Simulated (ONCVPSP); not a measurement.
## titanium: ONCV pseudisation with PBE, scalar-relativistic reference atom.

ONCVPSP 4.0.1 input, shortened (lines: element, Z, core and valence counts, functional; n l f; lmax; l rc ep ncon nbas qcut; lloc lpopt rc5 dvloc0; l nproj debl; icmod fcfact rcfact), PBE, scalar-relativistic:

```
  Ti 22.00    4    3        4      upf
    1    0    2.00
    2    0    2.00
    2    1    6.00
    3    0    2.00
    3    1    6.00
    3    2    2.00
    4    0    2.00
    2
    0    2.70    0.00    4    8    2.00
    1    1.50    0.00    4    7    8.60
    2    1.60    0.00    4    9   12.00
    4    4    1.25    3.00
    0    2    2.90
    1    2    3.90
    2    2    0.80
    1    0.65    0.00
```

All-electron outer shells of the reference configuration (PBE, scalar-relativistic, ld1.x):

| shell | level (eV) | outermost node (bohr) | outermost maximum (bohr) |
| --- | --- | --- | --- |
| 3s | -62.63 | 0.40 | 0.87 |
| 3p | -38.86 | 0.37 | 0.90 |
| 4s | -4.47 | 1.24 | 2.92 |
| 3d | -4.26 | – | 0.98 |

Results:

- Cutoffs needed: 43 Ha and 50 Ha (the cutoffs (Ha) at which the residual kinetic energy of the hardest occupied pseudo-wave falls to 1 and 0.1 mHa per electron)
- Ghost test: no bound ghost flagged; GHOST(+) flagged for s at 66.1 eV
- Largest excitation error: +70 meV (all-electron minus pseudo) for 3p6 3d1 4s0, out of 4 test configurations
- rms error of d²Exc/dni dnj: 4.52 mHa without and 0.80 mHa with the model core

Generation and tests took about 5.9 s on one core of a shared server CPU.
